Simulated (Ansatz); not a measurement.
Stepwise reaction of `Br[Si](Br)(Br)Br` with hydrogen chloride, as a gas-phase model of exchange steps in deposition or etching. ΔE in kJ/mol; ΔG adds harmonic PBE0-D4 terms to CCSD(T)/CBS, at 1 bar.

Gas-phase electronic energies from Ansatz, PBE0-D4/def2-TZVP geometries. CCSD(T)/CBS adds triple-zeta CCSD(T) − MP2 to the extrapolated MP2 energy (def2 sets, frozen cores). This one scheme is used for every species. Functionals use def2-TZVPP. B3LYP here is the variant with VWN-RPA as its local correlation; programs differ in this. For Br outer-core shells are correlated without core-valence functions, which leaves a few kJ/mol of doubt a bond. Scalar relativity is left out up to krypton.

```json
{"step": "1", "reaction": "`Br[Si](Br)(Br)Br` + HCl → `Cl[Si](Br)(Br)Br` + HBr", "PBE-D4": "-3.4", "B3LYP-D4": "-5.3", "ωB97M-V": "-6.2", "CCSD(T)/CBS": "-2.7", "ΔG(500 K)": "-9.7"}
{"step": "2", "reaction": "`Cl[Si](Br)(Br)Br` + HCl → `Cl[Si](Cl)(Br)Br` + HBr", "PBE-D4": "-3.9", "B3LYP-D4": "-5.8", "ωB97M-V": "-6.7", "CCSD(T)/CBS": "-3.1", "ΔG(500 K)": "-5.9"}
{"step": "3", "reaction": "`Cl[Si](Cl)(Br)Br` + HCl → `Cl[Si](Cl)(Cl)Br` + HBr", "PBE-D4": "-4.5", "B3LYP-D4": "-6.3", "ωB97M-V": "-7.1", "CCSD(T)/CBS": "-3.4", "ΔG(500 K)": "-2.9"}
{"step": "4", "reaction": "`Cl[Si](Cl)(Cl)Br` + HCl → `Cl[Si](Cl)(Cl)Cl` + HBr", "PBE-D4": "-5.0", "B3LYP-D4": "-6.9", "ωB97M-V": "-7.6", "CCSD(T)/CBS": "-3.8", "ΔG(500 K)": "0.9"}
```

By hand: ΔE of the 4 steps together at CCSD(T)/CBS.

(-2.7) + (-3.1) + (-3.4) + (-3.8) = -13.0 kJ/mol, or -3.2 kJ/mol a step.

In ΔE the steps differ by no more than 1.1 kJ/mol. ΔG lies between -9.7 and 0.9 kJ/mol a step. PBE-D4 differs from CCSD(T)/CBS by -1.2 to -0.7 kJ/mol a step. Isolated molecules leave out the surface, adducts and barriers. Largest T1 diagnostic: 0.009.
